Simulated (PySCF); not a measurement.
Compound: C₃H₁₀OSSi.
SMILES with atom numbers: `[CH3:1][O:2][CH2:3][SiH2:4][S:5][CH3:6]` (hydrogens: H7, H8, H9 on C1; H10, H11 on C3; H12, H13 on Si4; H14, H15, H16 on C6)

Computed, not measured: PBE0-D3(BJ)/def2-SVP geometry optimisation, gas phase in PySCF 2.14.0.

Problem. List the bond lengths, angles and torsions at this level.

Solution. 
| bond | length (Å) | order |
| --- | --- | --- |
| C1–O2 | 1.395 | single |
| O2–C3 | 1.407 | single |
| C3–Si4 | 1.904 | single |
| Si4–S5 | 2.143 | single |
| S5–C6 | 1.822 | single |
| C1–H7, C1–H9 | 1.103 | single |
| C1–H8 | 1.108 | single |
| C3–H10, C3–H11 | 1.106 | single |
| Si4–H12, Si4–H13 | 1.496 | single |
| C6–H14, C6–H15, C6–H16 | 1.099 | single |

Bonds in one row agree within 0.01 Å and their mean is given. Orders are formal, as drawn. A selection of angles:
| angle | degrees |
| --- | --- |
| O2–C1–H7 | 107.7 |
| O2–C1–H8 | 111.7 |
| O2–C1–H9 | 112.7 |
| H7–C1–H8 | 108.5 |
| H7–C1–H9 | 108.3 |
| C1–O2–C3 | 114.0 |
| O2–C3–Si4 | 111.3 |
| O2–C3–H10 | 107.7 |
| O2–C3–H11 | 111.9 |
| Si4–C3–H10 | 108.3 |
| Si4–C3–H11 | 111.1 |
| H10–C3–H11 | 106.4 |
| C3–Si4–S5 | 106.9 |
| C3–Si4–H12 | 110.0 |
| C3–Si4–H13 | 111.4 |
| S5–Si4–H12 | 110.7 |
| H12–Si4–H13 | 107.2 |
| Si4–S5–C6 | 100.1 |
| S5–C6–H14 | 106.7 |
| S5–C6–H15 | 111.4 |
| H14–C6–H15 | 108.7 |

Torsions: C1–O2–C3–Si4 -88° (synclinal); O2–C3–Si4–S5 176° (antiperiplanar); C3–Si4–S5–C6 178° (antiperiplanar). The mirror-image conformer, all signs reversed, is as good.

Si4 (SiH2 silicon) is tetrahedral (angles from 106.9° to 111.4°). O2 (ether oxygen) is bent (angle 114.0°). Of the pairs four or more bonds apart, Si4···H9 is among the closest relative to their van der Waals radii: 3.11 Å, 94 % of the sum of Bondi's values.

Point group: C1 (no symmetry element, even within 0.4 Å). No frequency check. The numbers are those of one conformer.
